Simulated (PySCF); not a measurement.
SMILES [CH]1C=CC=CC1 (C₆H₇), doublet (PBE0/def2-SVP optimised geometry):

```
13

C      0.805    -1.243     0.000
C     -0.561    -1.190     0.000
C     -1.252     0.048     0.000
C     -0.513     1.258     0.000
C      0.854     1.258     0.000
C      1.647    -0.009     0.000
H      1.316    -2.210    -0.001
H     -1.134    -2.121    -0.001
H     -2.343     0.069     0.000
H     -1.050     2.210     0.000
H      1.402     2.204     0.000
H      2.343    -0.022    -0.868
H      2.342    -0.022     0.869
```

Method: PySCF with unrestricted PBE0/def2-TZVP.

**Question.** What are the frontier orbital energies (α orbitals alone; a β orbital can be the lowest empty one) and the dipole moment?

**Answer.** HOMO-2 -9.24 eV, HOMO-1 -7.70 eV, HOMO -4.89 eV, LUMO -0.13 eV, LUMO+1 1.31 eV; dipole moment 0.53 D.

On the same geometry unrestricted PBE/def2-TZVP (PySCF) gives HOMO-2 -7.82 eV, HOMO-1 -6.51 eV, HOMO -3.82 eV, LUMO -1.11 eV, LUMO+1 0.50 eV; dipole moment 0.57 D.

Meta-Löwdin charges at PBE0/def2-TZVP: C1 -0.12, C2 -0.12, C3 -0.14, C4 -0.12, C5 -0.12, C6 -0.21, H7 0.12, H8 0.12, H9 0.12, H10 0.12, H11 0.12, H12 0.13, H13 0.13.
